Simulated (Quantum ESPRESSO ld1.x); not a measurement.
The numbers below are computed, except where a source is named.
Problem. Species: Cl5+. Configuration: [Ne] 3s2 (the NIST ground configuration). Code: ld1.x of Quantum ESPRESSO 7.5. Model: non-relativistic Kohn-Sham, PBE, spin-unpolarised, spherical densities, point nucleus. Some entries of the table are withheld. Estimate them.

| orbital | occ. | eigenvalue (hartree) | <r^2> (bohr^2) |
|---|---|---|---|
| 1s | 2 | (1) | 0.01123 |
| 2s | 2 | (2) | (3) |
| 2p | 6 | (4) | 0.2028 |
| 3s | 2 | (5) | (6) |

Solution. 
(1) 1s eigenvalue (hartree): -103.963
(2) 2s eigenvalue (hartree): -12.3165
(3) 2s <r^2> (bohr^2): 0.2337
(4) 2p eigenvalue (hartree): -10.1508
(5) 3s eigenvalue (hartree): -3.27572
(6) 3s <r^2> (bohr^2): 1.966
